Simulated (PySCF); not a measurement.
CuF, charge +1, multiplicity 2. Atoms are numbered in the order given.

```xyz
2

Cu     0.0000     0.0000    -0.3997
F      0.0000     0.0000     1.2880
```
Charge +1, spin multiplicity 2.

Geometry optimised at PBE0-D3(BJ)/def2-TZVPD. The spin state was assumed, not searched.

The numbers are results of M06-2X/def2-TZVPD run with PySCF, not measurements.

Mulliken values depend strongly on the basis, most of all with diffuse functions as here. Atomic charges (e):

```tsv
atom	meta-Löwdin	Mulliken	Mulliken spin
Cu1	1.58	1.59	0.74
F2	-0.58	-0.59	0.26
```
